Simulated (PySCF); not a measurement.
CH2FNOSi, SMILES N#CO[SiH2]F.

Coordinates come from a ωB97X-D3(BJ)/def2-SVP optimisation. The structure was generated by enumeration, and PubChem lists no compound with its InChIKey, so it may never have been made. One conformer was computed; it need not be the lowest.

Two levels are set side by side: TDA-PBE/def2-SVPD (PySCF) and TDA-M06-2X/def2-SVPD (PySCF). Vertical, same geometry. The lowest singlet is HOMO→LUMO 98 % with PBE and HOMO→LUMO+7 23 %, HOMO→LUMO+4 14 %, HOMO−1→LUMO+8 10 %, HOMO→LUMO 9 % with the other functional; states are paired by order. Differences are taken from unrounded values.

```tsv
quantity	TDA-M06-2X	TDA-PBE	TDA-PBE minus TDA-M06-2X
lowest singlet excitation (eV)	7.35	6.28	-1.07
lowest triplet excitation (TDA) (eV)	6.76	6.05	-0.72
```

Functionals without exact exchange tend to place singlet excitations lower, as here. Differences between two approximate levels are no errors against the true value.

Rough cost on one machine, each run with all the roots and properties that it gave: TDA-M06-2X against TDA-PBE about 10 times.
